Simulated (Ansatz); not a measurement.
H3AlS2, singlet, geometry from GFN2-xTB (such geometries of metal compounds can be far from the true shape), with bond 2-1 at 2.4 times its length; SC-NEVPT2/6-31G, CASSCF(4,4) (Ansatz, a first-principles code).

Input for Ansatz:
Ansatz 0.2 input:
```yaml
crystal:
  periodic: [false, false, false]
  atoms:
    - {symbol: Al, position_ang: [-0.47874165, -0.31391739, 0.28755684]}
    - {symbol: H, position_ang: [-3.22172531, -2.11252901, 1.93513380]}
    - {symbol: S, position_ang: [1.54290305, -0.61187567, 1.05924480]}
    - {symbol: H, position_ang: [1.08031978, -1.44729510, 1.98796763]}
    - {symbol: S, position_ang: [-0.97838745, 0.98203620, -1.39832188]}
    - {symbol: H, position_ang: [-2.26727643, 0.66899152, -1.27502047]}
basis:
  gaussian:
    orbitals: 6-31G
magnetization: {spin_polarized: false}
correlation: {method: sc_nevpt2, electrons: all, active_space: {window: {electrons: 4, orbitals: 4}}}
```

Output, abridged:

```
Functional definition: HF
514 factors; integrals over basis functions are off by at most 3.2e-4 eV
mean field evaluation 1: about -28255.3356 eV, gradient 2.0e1 eV
mean field evaluation 2: about -28255.3381 eV, gradient 2.0e1 eV
mean field evaluation 4: about -28258.0589 eV, gradient 2.1e0 eV
mean field evaluation 8: about -28258.0969 eV, gradient 3.5e-4 eV
mean field evaluation 16: about -28255.3426 eV, gradient 4.7e-4 eV
mean field -28258.09687524 eV, -1038.4659061391 hartree, gradient 3.3e-6 eV, S^2 0.000000; 2 other end points of the search recorded, 0 dependent functions left out; unrestricted orbitals would lower it
reference -28258.09687524 eV, -1038.4659061391 hartree; 24, 24 occupied and 21, 21 virtual orbitals, 514 factors
state -28261.13548236 eV, -1038.5775728910 hartree
state -28261.13548236 eV, -1038.5775728910 hartree; corrected -28264.47979279 eV, -1038.7004740325 hartree
state -28260.86550034 eV, -1038.5676512347 hartree
state -28260.86550034 eV, -1038.5676512347 hartree; corrected -28264.42974757 eV, -1038.6986349047 hartree
state -28261.13548236 eV, -1038.5775728910 hartree; corrected -28264.47979279 eV, -1038.7004740325 hartree
Total energy: -28264.47979279 eV, -1038.7004740325 hartree
```
